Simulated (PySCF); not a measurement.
methyltin tribromide (CH3Br3Sn), SMILES [Sn]([Br])([CH3])([Br])[Br].

Geometry optimised at B3LYP-D3(BJ)/def2-SVP. The def2 effective core potentials stand for the cores of Sn; spin–orbit coupling is left out.

The numbers are results of PBE0/def2-TZVP (PySCF), not measurements.

Isolated molecule, no solvent.

Computed frontier levels, gap, dipole moment and polarisability:
* **highest occupied level**: -8.49 eV
* **lowest empty level**: -2.73 eV
* **orbital gap**: 5.75 eV
* **dipole moment**: 0.638 e·Å
* **quadrupole, principal values (traceless, Buckingham form, about the centre of nuclear charge)**: -4.15, -4.15, 8.30 D·Å
* **mean static polarisability**: 114.8 bohr³ (17.01 Å³)
* **polarisability, principal values**: 106.6, 118.9, 118.9 bohr³
